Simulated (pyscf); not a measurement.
Single points on ωB97X-D3(BJ)/def2-SVP structures (PySCF, gas phase). Correlated levels are frozen-core, on RHF or UHF. ΔMP2 is the change of the MP2 total energy from the triple- to the quadruple-zeta basis.

### Question
PBE/def2-TZVP puts the barrier of H₂Si=S → :HSi–SH [singlet] (hydrogen shift; singlet surface; H–Si broken, H–S formed) at 48.2 kcal/mol and the reaction energy at +9.8 kcal/mol, from the reactant's lowest minimum found. What do PBE0-D3(BJ)/def2-TZVP, ωB97M-D3(BJ)/def2-TZVP, CCSD(T)/def2-TZVPP + ΔMP2(QZVPP) give on the same structures?

### Answer
PBE0-D3(BJ): ΔE‡ = 54.0 kcal/mol, ΔE = +10.6 kcal/mol; ωB97M-D3(BJ): ΔE‡ = 57.0 kcal/mol, ΔE = +9.3 kcal/mol; CCSD(T): ΔE‡ = 54.1 kcal/mol, ΔE = +11.3 kcal/mol. PBE's barrier lies under all of them, by 5.7 to 8.7 kcal/mol. Its reaction energy lies among theirs. Low barriers are usual for a GGA, whose delocalisation error favours stretched bonds. One saddle was located; it need not be the lowest between these sides. One closed-shell reference is unstable to symmetry breaking; treat the single-reference values with care. The CCSD(T) − MP2 part came from Ansatz, without density fitting, on the same reference.
